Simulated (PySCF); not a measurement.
PySCF input for Cs(Br) anion (BrCs), SMILES [Br][Cs] (connectivity only; charge and spin as stated), charge -1, multiplicity 2, C-PCM-PBE0/def2-TZVPD. Geometry optimised at B3LYP-D3(BJ)/def2-TZVPD. The multiplicity is an assumed one; other spin states were not compared. The def2 effective core potentials stand for the cores of Cs; spin–orbit coupling is left out.

```python
import numpy as np
from pyscf import gto, scf, dft
from pyscf.solvent import pcm

mol = gto.M(
    atom='''
    Cs    0.00000000    0.00000000   -1.29923979
    Br    0.00000000    0.00000000    2.04166253
    ''',
    basis='def2-TZVPD',
    ecp={'Cs': 'def2-tzvp'},
    charge=-1,
    spin=1,
    max_memory=1600,
    verbose=3,
)
mf = dft.UKS(mol, xc='pbe0').density_fit(auxbasis='def2-universal-jkfit')
mf.grids.level = 3
mf.conv_tol = 1e-9
mf.max_cycle = 100
mf.kernel()
fine, coarse = mf.grids, dft.Grids(mol).set(level=1).build(with_non0tab=True)
for _ in range(3):  # follow internal instabilities
    mf.grids = coarse
    mo, _, stable, _ = mf.stability(return_status=True, nroots=4)
    mf.grids = fine
    if stable:
        break
    mf.kernel(mf.make_rdm1(mo, mf.mo_occ))
res = {}
for name, eps in {'water': 78.355, 'acetone': 20.493, 'cyclohexanone': 15.619}.items():
    s = mf.PCM()
    s.with_solvent.method, s.with_solvent.eps, s.with_solvent.lebedev_order = 'C-PCM', eps, 29
    s.kernel(mf.make_rdm1())
    res[name] = (s.e_tot, eps, s.dip_moment(), s.mo_energy, s.converged)
    print(f'{name}: electrostatic solvation free energy {(s.e_tot - mf.e_tot) * 627.509474:.3f} kcal/mol')
```

Program output:

```

WARN: HOMO -0.187059138783795 >= LUMO -0.187059138783798

converged SCF energy = -2594.12166365801  <S^2> = 0.75005207  2S+1 = 2.0000521
<class 'pyscf.df.df_jk.DFUKS'> wavefunction is stable in the internal stability analysis

WARN: PCM is an experimental feature. It is still in testing.
Features and APIs may be changed in the future.

converged SCF energy = -2594.18981197686  <S^2> = 0.75009585  2S+1 = 2.0000958

WARN: System has nonzero charge -1; the dipole moment is origin-dependent.
Location of origin: [0. 0. 0.]

Dipole moment(X, Y, Z, Debye): -0.00000,  0.00000, -1.09395
water: electrostatic solvation free energy -42.764 kcal/mol

WARN: PCM is an experimental feature. It is still in testing.
Features and APIs may be changed in the future.

converged SCF energy = -2594.18714208977  <S^2> = 0.75009397  2S+1 = 2.000094

WARN: System has nonzero charge -1; the dipole moment is origin-dependent.
Location of origin: [0. 0. 0.]

Dipole moment(X, Y, Z, Debye):  0.00000,  0.00000, -0.92000
acetone: electrostatic solvation free energy -41.088 kcal/mol

WARN: PCM is an experimental feature. It is still in testing.
Features and APIs may be changed in the future.

converged SCF energy = -2594.18601812406  <S^2> = 0.75009321  2S+1 = 2.0000932

WARN: System has nonzero charge -1; the dipole moment is origin-dependent.
Location of origin: [0. 0. 0.]

Dipole moment(X, Y, Z, Debye):  0.00000,  0.00000, -0.84975
cyclohexanone: electrostatic solvation free energy -40.383 kcal/mol
```

Self-consistency was reached.
